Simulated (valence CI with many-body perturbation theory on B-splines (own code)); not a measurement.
## Cu16+: what the settings do

Computed by valence CI with perturbative core correlation (CI+MBPT): three valence electrons over a frozen Dirac-Fock core [Ne], a basis of 6 s, 6 p, 5 d, 3 f, 1 g functions for each j, with the one-electron correlation potential Σ1, the two-electron term Σ2, the three-electron term Σ3, Breit, model QED; selected CI, second order for the rest, scaled by the run's own slope (own B-spline code, finite nucleus).

No measured levels were compared; by estimate levels of excited configurations hold to 0.05 to 0.15 % of their energy, terms of the ground configuration to about 0.5 %.

The reference run has the lowest level 3s²3p ²P°_1/2 and an ionisation energy of 556.528 eV. Its largest variational space holds 2937 state functions.

Names give the largest LS component (configuration and term), which can be under half, so a name can repeat, a term be missing and a line seem to break the LS rules; names also repeat where a configuration has a term twice.

Changed runs:
A. Breit term on → off
B. averaging of valence orbitals over low configurations on → off
C. scale of Σ2 1 → 1.2
D. box radius (bohr) 4.9581 → 1.04 (bad on purpose)

Excitation energies of the reference run in cm⁻¹, and shifts in cm⁻¹:

| Level | Reference | A | B | C |
| --- | --- | --- | --- | --- |
| 3s²3p ²P°_3/2 | 33248 | +835 | +0.4 | +11 |
| 3s3p² ⁴P_1/2 | 276977 | -444 | +5.4 | +266 |
| 3s3p² ⁴P_3/2 | 291597 | -11 | +5.8 | +281 |
| 3s3p² ⁴P_5/2 | 307513 | +465 | +5.8 | +274 |
| 3s3p² ²D_3/2 | 372302 | +340 | +8.0 | +71 |
| 3s3p² ²D_5/2 | 377855 | +686 | +8.0 | +90 |
| 3s3p² ²S_1/2 | 445257 | -203 | -4.3 | -482 |
| 3s3p² ²P_1/2 | 480518 | +459 | -2.2 | -607 |
| 3s3p² ²P_3/2 | 490935 | +594 | +1.1 | -799 |
| 3s²3d ²D_3/2 | 574513 | +1359 | +28 | -692 |
| 3s²3d ²D_5/2 | 578580 | +1774 | +28 | -680 |
| 3p³ ²D°_3/2 | 707210 | -136 | +14 | -7.7 |
| Ionisation energy (eV) | 556.528 | +0.271 | -0.00051 | -0.039 |

Run D: It gave no result. The program said: "need at least one array to concatenate".
